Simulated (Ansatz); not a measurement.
`C[O][SnH2][Se]C` and `C[O][SnH2][SH]` differ in one atom or group.

Ansatz, PBE0-D4/def2-TZVP geometries, multiplicity 1. Each molecule was computed in one conformer, which needn't be the lowest.

Elements past krypton have def2 core potentials. Scalar relativity is left out up to krypton. Spin–orbit coupling is left out; it splits and shifts lone-pair levels of the heavy atoms by tenths of an eV.

```
                                          property  `C[O][SnH2][Se]C`
                 LUMO energy (PBE/def2-TZVPP) / eV              -1.50
               LUMO energy (B3LYP/def2-TZVPP) / eV              -0.92
  size of the dipole moment (B3LYP/def2-TZVPP) / D               2.01
               HOMO energy (B3LYP/def2-TZVPP) / eV              -6.50
                 HOMO energy (PBE/def2-TZVPP) / eV              -5.59
size of the dipole moment (ωB97M-V/def2-TZVPP) / D               2.02
```

Question: What does the change do to each property? (Best estimate.)

Answer: The calculation gave: 
```csv
property,`C[O][SnH2][SH]`,shift
LUMO energy (PBE/def2-TZVPP) / eV,-1.53,-0.03
LUMO energy (B3LYP/def2-TZVPP) / eV,-0.91,0.01
size of the dipole moment (B3LYP/def2-TZVPP) / D,2.01,0.00
HOMO energy (B3LYP/def2-TZVPP) / eV,-7.27,-0.77
HOMO energy (PBE/def2-TZVPP) / eV,-6.09,-0.50
size of the dipole moment (ωB97M-V/def2-TZVPP) / D,2.06,0.04
```

Dipoles are sizes alone; their direction can turn.

B3LYP here is the variant with VWN-RPA as its local correlation; programs differ in this.
